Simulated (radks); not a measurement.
Question: Valence configurations of the technetium ion Tc2+ (all share [Kr]). Calculated with a radial shooting solver on a logarithmic mesh with Libxc functionals: scalar-relativistic Kohn-Sham, r2SCAN, spin-polarised, spherical densities, finite nucleus; open shells are filled with parallel spins first (spin-orbit coupling, left out, can overturn this in heavy ions); meta-GGA in the generalised Kohn-Sham scheme; Fermi nuclear charge, rms radius 4.4112 fm. Order these by energy: 4d4 5s1; 4d2 5s1 5p2; 4d3 5p2; 4d3 5s1 5p1; 4d3 5s2; 4d4 5p1; 4d4.5 5p0.5; 4d5.

Answer: From the lowest, in eV above it: 4d5 0.000; 4d4.5 5p0.5 5.832; 4d4 5s1 5.950; 4d4 5p1 12.109; 4d3 5s2 15.782; 4d3 5s1 5p1 19.582; 4d3 5p2 26.101; 4d2 5s1 5p2 35.239. NIST lists [Kr] 4d5 as the ground configuration; this level of theory agrees among the configurations tried. The energies are those of spherical high-spin densities, not of single terms.
